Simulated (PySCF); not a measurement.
Br₅Ta, singlet, geometry from GFN2-xTB (such geometries of metal compounds can be far from the true shape) (core potentials on Ta). Base run: DF-PBE/def2-SVP (PySCF).

PySCF was given this input:
```python
from pyscf import gto, scf, dft

mol = gto.M(
    atom='''
Ta    0.000000   -0.000000   -0.000000
Br    1.787048   -0.531825    1.656584
Br   -1.787048    0.531825   -1.656584
Br    0.399495    2.384048    0.334412
Br    1.233334   -1.214311   -1.720304
Br   -1.632829   -1.169737    1.385893
''',
    basis='def2-svp',
    ecp={'Ta': 'def2-svp'},
    charge=0,
    spin=0,
    verbose=4,
    symmetry=True,
)

mf = dft.RKS(mol)
mf.xc = 'pbe'
mf = mf.density_fit(auxbasis='def2-universal-jkfit')
mf.kernel()
mf.analyze()
```

Each row names what was changed in the base input (with any setting that the change needs).

```tsv
change	ΔE vs base (mEh)	point group used	SCF cycles	outcome
base	0.000	Cs	11	converged
symmetry = off	0.000	C1	11	converged
irrep_nelec = A':122 A":66	-	-	50	not converged
irrep_nelec = A':118 A":70	-	-	50	not converged
```
